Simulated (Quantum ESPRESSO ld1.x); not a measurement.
Numerical settings for the zinc ion Zn+, [Ar] 3d10 4s1. All-electron calculation, Dirac Kohn-Sham, LDA (Slater exchange, VWN5 correlation), spin-unpolarised, spherical densities, point nucleus. Program: ld1.x of Quantum ESPRESSO 7.5. With the defaults (dx = 0.008, xmin = -8.0, rmax = 100, beta = 0.2, tr2 = 1e-14) the mesh has 2001 points, the cycle takes 33 iterations, E = -1793.023526 hartree and the 4s1/2 eigenvalue is -0.52702 hartree. The mesh is r = exp(xmin + i dx)/Z up to rmax; beta is the mixing and tr2 the threshold. One setting is changed at a time.

\begin{tabular}{lrrrr}
change & mesh points & iterations & change of E (mhartree) & change of e(4s1/2) (mhartree) \\ \hline
dx = 0.0125 & 1281 & 33 & 0.000 & 0.000 \\
dx = 0.005 & 3203 & 33 & 0.000 & 0.000 \\
xmin = -5 & 1627 & 26 & -1.148 & 0.000 \\
xmin = -9 & 2127 & 29 & 0.000 & 0.000 \\
rmax = 150 & 2053 & 33 & 0.000 & 0.000 \\
rmax = 30 & 1851 & 33 & 0.000 & 0.000 \\
beta = 0.5 & 2001 & 13 & -0.002 & 0.000 \\
beta = 1 & 2001 & 11 & -0.001 & 0.000 \\
tr2 = 1e-06 & 2001 & 13 & -1.909 & -0.034 \\
tr2 = 0.0001 & 2001 & 9 & -48.526 & -1.691 \\
\end{tabular}
